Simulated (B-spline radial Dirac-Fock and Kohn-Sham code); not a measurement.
**Form factor and incoherent scattering function of Pt³³⁺**

System: platinum as Pt³³⁺, configuration [Kr] 4d9.

Input of the calculation (task.json; shells as n, l, electrons):

```json
{"items": [{
  "Z": 78,
  "q": 33,
  "cfg": [[1, 0, 2], [2, 0, 2], [2, 1, 6], [3, 0, 2], [3, 1, 6], [3, 2, 10], [4, 0, 2], [4, 1, 6], [4, 2, 9]],
  "A": 195,
  "rrms": 5.427,
  "do": ["scatter"],
  "s": [0.0, 0.03, 0.04, 0.05, 0.07, 0.09, 0.12, 0.15, 0.2, 0.26, 0.33, 0.43, 0.56, 0.73, 0.95, 1.24, 1.61, 2.09, 2.71, 3.52, 4.57, 5.94, 7.72],
  "pz": [0, 0.1, 0.14, 0.2, 0.29, 0.42, 0.6, 0.86, 1.2, 1.8, 2.5, 3.6, 5.2, 7.4, 11.0, 15.0, 22.0, 31.0, 45.0, 64.0, 92.0],
  "hv_scatter": [1000, 2000, 5000, 8047.8, 10000, 17479.3, 20000, 500000]
}]}
```

Run with: `python xray_run.py task.json out`

Model: relativistic Hartree-Fock (Dirac-Fock) wave functions, averaged over the configuration. Program: a B-spline atomic structure program. f₀ is the Fourier transform of the spherical electron density, S the Waller-Hartree incoherent function, and s = sin θ/λ.

```
s (Å⁻¹)      f₀       S
      0  45.000   0.000
   0.03  44.974   0.021
   0.04  44.954   0.038
   0.05  44.929   0.059
   0.07  44.861   0.115
   0.09  44.770   0.189
   0.12  44.593   0.334
   0.15  44.366   0.519
    0.2  43.884   0.909
   0.26  43.140   1.502
   0.33  42.065   2.342
   0.43  40.201   3.753
   0.56  37.353   5.813
   0.73  33.271   8.613
   0.95  28.098  12.075
   1.24  22.500  16.169
   1.61  17.852  20.663
   2.09  14.422  25.199
   2.71  11.168  29.230
   3.52   7.722  32.856
   4.57   5.397  36.130
   5.94   4.206  38.978
   7.72   3.070  41.217
```

f₀ starts at the number of electrons, 45, and has fallen to half at s ≈ 1.24 Å⁻¹. The sum of ⟨r²⟩ over the electrons is 3.865 bohr².
